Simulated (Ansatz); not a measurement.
Reactions of `CCSc1ccccc1`.

Calculated with Ansatz (gas phase, PBE0-D4/def2-TZVP geometries, no zero-point term in ΔE). CCSD(T)/CBS is the MP2 limit (def2-TZVPP, def2-QZVPP) plus CCSD(T) − MP2 in def2-TZVPP, frozen cores. This one scheme is used for every species. DFT in def2-TZVPP. B3LYP here is the variant with VWN-RPA as its local correlation; programs differ in this. For Ge outer-core shells are correlated without core-valence functions, which leaves a few kJ/mol of doubt a bond. Scalar relativity is left out up to krypton. Each species was taken in one conformer, which may not be the lowest.

```json
{"reaction": "`CCSc1ccccc1` + `C=N` → `C=NCC` + `Sc1ccccc1`", "PBE-D4 (eV)": "0.07", "B3LYP-D4 (eV)": "0.06", "CCSD/CBS(def2) (eV)": "0.07"}
{"reaction": "`CCSc1ccccc1` + `[SH][GeH3]` → `C[S][GeH3]` + `CSc1ccccc1`", "PBE-D4 (eV)": "0.12", "B3LYP-D4 (eV)": "0.13", "CCSD/CBS(def2) (eV)": "0.16"}
{"reaction": "`CCSc1ccccc1` + `Sc1ccccc1` → `c1ccc(Sc2ccccc2)cc1` + `CCS`", "PBE-D4 (eV)": "0.01", "B3LYP-D4 (eV)": "-0.01", "CCSD/CBS(def2) (eV)": "-0.02"}
{"reaction": "`CCSc1ccccc1` + `FC1[SiH2]S1` → `CC1(F)[SiH2]S1` + `CSc1ccccc1`", "PBE-D4 (eV)": "-0.19", "B3LYP-D4 (eV)": "-0.18", "CCSD/CBS(def2) (eV)": "-0.18"}
{"reaction": "`CCSc1ccccc1` + CH₃NH₂ → ethylmethylamine + `Sc1ccccc1`", "PBE-D4 (eV)": "0.22", "B3LYP-D4 (eV)": "0.20", "CCSD/CBS(def2) (eV)": "0.19"}
{"reaction": "`CCSc1ccccc1` + H₂ → benzene + `CCS`", "PBE-D4 (eV)": "-0.42", "B3LYP-D4 (eV)": "-0.52", "CCSD/CBS(def2) (eV)": "-0.65"}
```

Problem. Give the CCSD(T)/CBS values in the same order. (An estimate is asked.)

Solution. The calculation gave: 0.10, 0.15, -0.02, -0.18, 0.22, -0.54 eV.

Largest T1 diagnostic: 0.014, for `FC1[SiH2]S1`.
